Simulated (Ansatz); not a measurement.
Start from `O=[CH][Ga]([OH])[OH]` and change one atom or group to get `[OH][Ga]([OH])[F]`.

Ansatz, PBE0-D4/def2-TZVP geometries, multiplicity 1. Each molecule was computed in one conformer, which needn't be the lowest.

Scalar relativity is left out up to krypton.

| property | `O=[CH][Ga]([OH])[OH]` |
| --- | --- |
| HOMO energy (PBE/def2-TZVPP) / eV | -5.80 |
| ideal-gas entropy at 298 K and 1 bar (rigid rotor, harmonic PBE0-D4/def2-TZVP) / J/(mol·K) | 359 |
| HOMO energy (B3LYP/def2-TZVPP) / eV | -7.02 |
| HOMO–LUMO gap (PBE/def2-TZVPP) / eV | 2.50 |
| size of the dipole moment (B3LYP/def2-TZVPP) / D | 0.45 |
| LUMO energy (ωB97M-V/def2-TZVPP) / eV | -0.10 |

Question: What does the change do to each property? (An estimate is asked.)

Answer: The calculation gave: 
| property | `[OH][Ga]([OH])[F]` | shift |
| --- | --- | --- |
| HOMO energy (PBE/def2-TZVPP) / eV | -7.60 | -1.80 |
| ideal-gas entropy at 298 K and 1 bar (rigid rotor, harmonic PBE0-D4/def2-TZVP) / J/(mol·K) | 319 | -40 |
| HOMO energy (B3LYP/def2-TZVPP) / eV | -9.07 | -2.05 |
| HOMO–LUMO gap (PBE/def2-TZVPP) / eV | 5.33 | 2.83 |
| size of the dipole moment (B3LYP/def2-TZVPP) / D | 1.93 | 1.48 |
| LUMO energy (ωB97M-V/def2-TZVPP) / eV | 0.53 | 0.63 |

With PBE0 the HOMO falls by 2.14 eV and the LUMO rises by 0.95 eV, so the gap widens by about 3.09 eV. PBE moves the HOMO by -1.80 eV and ωB97M-V by -2.37 eV. The zero-point energy changes by -41.4 kJ/mol with -6 modes. Dipoles are sizes alone; their direction can turn.

B3LYP here is the variant with VWN-RPA as its local correlation; programs differ in this.
